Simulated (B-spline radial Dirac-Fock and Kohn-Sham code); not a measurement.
## Auger decay of the 4d3/2 hole in Pm⁷⁺

System: Pm⁷⁺ in the configuration [Kr] 4d10 4f3 5s2 5p3.

Method: independent-particle radiative and Coulomb Auger rates from relativistic LDA hole-state orbitals, with Dirac-Fock energies. Computed with a radial atomic solver. Kinetic energies are configuration averages from the vacuum level; the two-hole energies are estimated from single-hole states.

```csv
transition,kinetic energy (eV),width (meV),share (%)
N4-N6O3,2.85,94.7,91.5
N4-N7O3,3.40,6.72,6.5
N4-O3O3,3.51,2.10,2.0
```

Coster-Kronig rates are the weakest part of this model and often come out 1.5 to 2.5 times too large. Channels within a few eV of threshold rest on estimated energies and may be closed in reality. The listed channels hold 100 % of the non-radiative rate. Summed by principal shells, of 0.104 eV in all: NNO 98.0 %, NOO 2.0 %.
